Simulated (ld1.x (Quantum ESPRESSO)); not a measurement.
An all-electron radial function and its pseudo partner (Ni (Z = 28))

Columns: radius, all-electron u(r) and pseudo u(r) of the 4p shell (level -1.61 eV) of nickel in the configuration [Ar] 3d8 4s1.75 4p0.25; LDA (PZ), scalar-relativistic, ultrasoft scheme, ld1.x (Quantum ESPRESSO) 7.5.

```
r (bohr)  all-electron  pseudo
   0.115        0.1032  0.0024
   0.230        0.0379  0.0094
   0.345       -0.0815  0.0210
   0.460       -0.1575  0.0367
   0.575       -0.1765  0.0563
   0.690       -0.1535  0.0791
   0.805       -0.1056  0.1047
   0.920       -0.0457  0.1325
   1.035        0.0180  0.1618
   1.150        0.0809  0.1922
   1.265        0.1403  0.2231
   1.380        0.1949  0.2539
   1.495        0.2443  0.2843
   1.610        0.2882  0.3138
   1.725        0.3269  0.3420
   1.840        0.3607  0.3686
   1.955        0.3899  0.3934
   2.070        0.4148  0.4159
   2.185        0.4359  0.4360
   2.300        0.4534  0.4534
   2.415        0.4677  0.4677
   2.530        0.4791  0.4791
   2.645        0.4879  0.4879
   2.760        0.4944  0.4944
   2.875        0.4987  0.4987
   2.990        0.5012  0.5012
```

How many radial nodes do the two functions have?

The all-electron 4p function has n − l − 1 = 2; the pseudo-wave has 0, since the states of the same l below it are removed with the core.

At about which radius was the pseudo-wave matched?

2.30 bohr, where the columns begin to agree (steps of 0.12 bohr).

Is the pseudo-wave norm-conserving?

No, it belongs to an ultrasoft set: the norm inside the radius is not constrained, and the difference is carried by the augmentation charge.
